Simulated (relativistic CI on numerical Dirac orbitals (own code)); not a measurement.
**One change at a time: Tb35+**

Base calculation: Dirac-Coulomb-Breit CI, separate exchange-only KLI orbitals for each configuration, model QED (radiative potential, 1s self-energy scaled to tabulated hydrogen-like ionisation energies), unscaled Slater integrals.

Configurations in the expansion (outside the closed core [Ar] 3d10): 4s2, 4s 4p, 4p2, 4s 4d, 4d2, 4s 4f, 4p 4d, 4f2, 4p 4f, 4d 4f, 4s 5s, 4s 5p, 4s 5d, 4s 5f, 4s 5g, 4s 6s. Levels of other configurations are missing.

Variants: (1) P86 correlation estimate; (2) QED terms removed; (3) one mean potential for all configurations. Shifts of the energy above 4s2 1S_0, in eV, for the lowest level and the first level of each name with at least 55 % of one term (blank where a level changes its place among those of its configuration and J or its character, or is not in the variant):

| Level | Base | Δ(1) | Δ(2) | Δ(3) |
| --- | --- | --- | --- | --- |
| 4s2 1S_0 | 0.000 | 0.000 | 0.000 | 0.000 |
| 4s 4p 3P°_0 | 66.900 | +0.077 | +0.756 | +0.031 |
| 4s 4p 3P°_1 | 72.241 | +0.077 | +0.755 | +0.030 |
| 4s 4p 3P°_2 | 116.779 | +0.077 | +0.689 | +0.031 |
| 4s 4p 1P°_1 | 132.242 | +0.078 | +0.696 | +0.029 |
| 4p2 3P_0 | 154.705 | +0.151 | +1.526 | +0.062 |
| 4p2 3P_1 | 199.506 | +0.151 | +1.465 | +0.060 |
| 4p2 1D_2 | 200.458 | +0.152 | +1.433 | +0.059 |
| 4s 4d 3D_1 | 244.790 | +0.164 | +0.807 | +0.030 |
| 4s 4d 3D_2 | 249.562 | +0.160 | +0.998 | +0.039 |
| 4s 4d 3D_3 | 255.111 | +0.164 | +0.779 | +0.029 |
| 4p2 1S_0 | 259.870 | +0.151 | +1.395 | +0.060 |
| 4s 4d 1D_2 | 269.148 | +0.160 | +0.943 | +0.038 |
| 4p 4d 3F°_2 | 315.382 | +0.234 | +1.580 | +0.061 |
| 4p 4d 3D°_1 | 329.786 | +0.235 | +1.580 | +0.065 |
| 4p 4d 3F°_3 | 332.711 | +0.229 | +1.541 | +0.059 |
| 4p 4d 3F°_4 | 373.672 | +0.198 | +1.420 | +0.043 |
| 4p 4d 3P°_0 | 374.227 | +0.235 | +1.516 | +0.059 |
| 4p 4d 3P°_1 | 375.179 | +0.235 | +1.515 | +0.058 |
| 4p 4d 3D°_3 | 384.523 | +0.129 | +1.297 | +0.025 |
| 4s 4f 3F°_2 | 390.451 | -0.149 | +0.808 | -0.057 |
| 4s 4f 3F°_3 | 391.761 | -0.141 | +0.819 | -0.055 |

At this charge energies of transitions that change n are usually good to better than 1 %, and those within a shell (Δn = 0) to a few per cent.

Ionisation energy from the two ground configurations alone: base 1558.43 eV; P86 correlation estimate 1559.25 eV; QED terms removed 1559.21 eV. The NIST ASD value (theoretical) is 1559 eV.

LS names give the leading component of a level, which can be under half, so a name can repeat, a term be missing and a line seem to break the LS rules.
